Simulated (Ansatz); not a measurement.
Reactions of `[F][GeH]([Cl])[O][SiH3]`.

Computed with Ansatz on PBE0-D4/def2-TZVP structures; ΔE is electronic, products minus reactants. CCSD(T)/CBS is the MP2 limit (def2-TZVPP, def2-QZVPP) plus CCSD(T) − MP2 in def2-TZVPP, frozen cores. This one scheme is used for every species, atoms too. Open shells (•) are unrestricted, without spin–orbit coupling. Spin–orbit coupling would lower the free atoms: a little for Cl, F, O, Si; clearly for Ge. Elements past krypton have def2 core potentials. Bonds to Br, Ge, I are less sure, by a few kJ/mol each and by 10 to 20 or more in all where they break to atoms, as the def2 sets lack core-valence functions. Scalar relativity is left out up to krypton. One conformer a species, not always the lowest.

Task: Order these by ΔE at CCSD(T)/CBS, lowest first. (An estimate is asked.)
A. `[F][GeH]([Cl])[O][SiH3]` + `F[Si](F)(Cl)I` → `[F][GeH]([Cl])[I]` + `F[Si](F)(Cl)O[SiH3]`
B. `[F][GeH]([Cl])[O][SiH3]` + NH₃ → `[NH2][GeH]([F])[Cl]` + `O[SiH3]`
C. `[F][GeH]([Cl])[O][SiH3]` → Cl• + F• + Ge• + 4 H• + O• + Si•
D. `[F][GeH]([Cl])[O][SiH3]` + H–F → `[F][GeH]([F])[O][SiH3]` + HCl
E. `[F][GeH]([Cl])[O][SiH3]` + HBr → `[F][GeH]([Cl])[Br]` + `O[SiH3]`

Result: A (-80.7 kJ/mol), E (-17.7 kJ/mol), D (+7.8 kJ/mol), B (+35.7 kJ/mol), C (+2987.3 kJ/mol).

Largest T1 diagnostic: 0.012, for `[F][GeH]([F])[O][SiH3]`.
